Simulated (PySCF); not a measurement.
# How methods differ on the ionisation energy of Nb³⁰⁺

Nb³⁰⁺ [Ne] 3s1 (2S) → Nb³¹⁺ [Ne] (1S), as a difference of total energies. Computed with PySCF 2.14 in an even-tempered Gaussian basis (18 s from 4.1 bohr⁻², ratio 2.5; 11 p from 5.4 bohr⁻², ratio 2.5; 5 d from 20 bohr⁻², ratio 2.7; 4 f from 30 bohr⁻², ratio 2.7), with the spin-free X2C one-electron Hamiltonian (Gaussian nucleus). Correlated levels: outer shells: 1s2 frozen; virtual orbitals above 40 to 60 times the deepest correlated orbital energy dropped. The calculations carry no spin-orbit coupling.

```
            method  ionisation energy (eV)
               UHF                  1684.2
               LDA                  1686.6
              PBE0                  1687.5
            r2SCAN                  1683.8
            B2PLYP                  1687.1
              BLYP                  1689.0
MP2 (outer shells)                  1684.9
```

Problem. Estimate what SCS-MP2 (outer shells) gives.

Solution. 1684.7 eV, closest to MP2 (outer shells) among the rows shown.

Problem. Estimate what PBE gives.

Solution. 1688.5 eV, closest to BLYP among the rows shown.

Breit and QED terms and the two-electron picture change are absent.

For comparison: 1684.97 ± 0.05 eV (semi-empirical (NIST evaluation); NIST Atomic Spectra Database, ionization energies).
